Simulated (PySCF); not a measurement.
**A small calculation by hand: oscillator strength and radiative lifetime**

C2H7NOSi2, SMILES N#CO[SiH2][SiH2]C.

Geometry: PBE0-D3(BJ)/def2-SVP. This is a generated structure with no PubChem entry under its InChIKey; it may be hypothetical. Other conformers were not sampled.

TDA-CAM-B3LYP/def2-SVPD (PySCF 2.14.0) puts the first singlet state with f over 0.02 at 6.10 eV (vertical), with the transition dipole (0.149, 0.266, 0.231) in atomic units.

Q: Find the oscillator strength, the wavelength and the radiative lifetime that this transition would have in vacuum if emission retraced absorption.

A: 
|μ|² = 0.1463 au, so |μ| = 0.97 D. ΔE = 6.10/27.211 = 0.2242 hartree. f = (2/3) ΔE |μ|² = 0.022 (the program prints 0.022).
λ = 1239.84/6.10 = 203 nm; ν = 49200 cm⁻¹.
Einstein's coefficient A = 0.6670 ν² f s⁻¹ (ν in cm⁻¹) = 3.5e7 s⁻¹, so τ = 1/A = 28 ns. This state is S1. The figure is the radiative limit of this one transition; relaxation, internal conversion, crossing to triplets and a medium change what is measured.
